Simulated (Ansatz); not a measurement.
Consider the redistribution: `[OH][Ti]([F])([F])[F]` + `C[Si](C)(N)O` → `[NH2][Ti]([F])([F])[F]` + `C[Si](C)(O)O`.

Isolated molecules relaxed with PBE0-D4/def2-TZVP in Ansatz; ΔE leaves out vibrations. CCSD(T)/CBS adds triple-zeta CCSD(T) − MP2 to the extrapolated MP2 energy (def2 sets, frozen cores). Functionals use def2-TZVPP. For Ti outer-core shells are correlated without core-valence functions, which leaves a few kJ/mol of doubt a bond. Scalar relativity is left out up to krypton. Each species was taken in one conformer, which may not be the lowest.

```json
{"level": "r2SCAN-D4", "ΔE (kJ/mol)": "10.3", "difference from CCSD(T)/CBS": "3.8"}
{"level": "ωB97M-V", "ΔE (kJ/mol)": "10.0", "difference from CCSD(T)/CBS": "3.5"}
{"level": "B2PLYP", "ΔE (kJ/mol)": "9.1", "difference from CCSD(T)/CBS": "2.6"}
{"level": "MP2/def2-TZVPP", "ΔE (kJ/mol)": "10.3", "difference from CCSD(T)/CBS": "3.8"}
{"level": "SCS-MP2/def2-TZVPP", "ΔE (kJ/mol)": "9.3", "difference from CCSD(T)/CBS": "2.8"}
{"level": "CCSD/def2-TZVPP", "ΔE (kJ/mol)": "8.2", "difference from CCSD(T)/CBS": "1.7"}
{"level": "CCSD(T)/def2-TZVPP", "ΔE (kJ/mol)": "8.6", "difference from CCSD(T)/CBS": "2.1"}
{"level": "HF/def2-QZVPP", "ΔE (kJ/mol)": "7.3", "difference from CCSD(T)/CBS": "0.8"}
{"level": "MP2/def2-QZVPP", "ΔE (kJ/mol)": "9.0", "difference from CCSD(T)/CBS": "2.5"}
{"level": "CCSD/CBS(def2)", "ΔE (kJ/mol)": "6.2", "difference from CCSD(T)/CBS": "-0.3"}
{"level": "CCSD(T)/CBS", "ΔE (kJ/mol)": "6.5", "difference from CCSD(T)/CBS": "0"}
```

Largest T1 diagnostic among the species: 0.024, so the coupled-cluster value is less sure than usual.
